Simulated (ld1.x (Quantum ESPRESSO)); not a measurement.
# Pseudopotential generation for Tc: TM, LDA (PZ), fully relativistic.

technetium (Tc), norm-conserving Troullier–Martins (Kleinman–Bylander form), made with ld1.x (Quantum ESPRESSO) 7.5 (LDA (PZ), fully relativistic). Core [Kr], reference 4d5 5s0 5p0 (charge +2). Waves: 5s (bound, empty): rc 1.30 bohr; 4d (bound): rc 1.65 bohr; 4f channel at -0.05 Ry: rc 2.60 bohr; 5p (bound, empty): rc 2.95 bohr. Local part: the p channel. Core correction: a·sin(br)/r model core, default radius (core density twice the valence density).

Open shells are filled in proportion to 2j + 1 (rel_dist='average').

All-electron outer shells of the reference configuration (LDA (PZ), scalar-relativistic, ld1.x):

| shell | level (eV) | outermost node (bohr) | outermost maximum (bohr) |
| --- | --- | --- | --- |
| 4p | -61.73 | 0.51 | 1.03 |
| 4d | -22.74 | 0.50 | 1.27 |
| 5s | -18.73 | 1.27 | 2.49 |
| 5p | -13.24 | 1.43 | 2.97 |

What the tests gave:

```
Cutoffs needed      : 50 Ry and 60 Ry (the cutoffs (Ry, on a coarse ladder) from which the occupation-weighted sum of valence levels, in a spherical-Bessel basis at the reference potential, stays within 10 and 1 mRy of its value at 400 Ry)
Ghost test          : no extra level below or beside the all-electron valence levels (s, d3/2, d5/2, f5/2, f7/2, p1/2, p3/2 tested) (spherical-Bessel basis up to 400 Ry, 20 bohr box)
Configuration tests : 4 of 7 tests not solved or not reliable; not counted: 4d5.5 5s1.5 5p0 (solver errors, printed error -309 eV); 4d5 5s1 5p0 (solver errors, printed error -300 eV); 4d5 5s2 5p0 (solver errors, printed error -296 eV); 1 more
```

Generation and tests took about 3 s on one core of a shared server CPU.
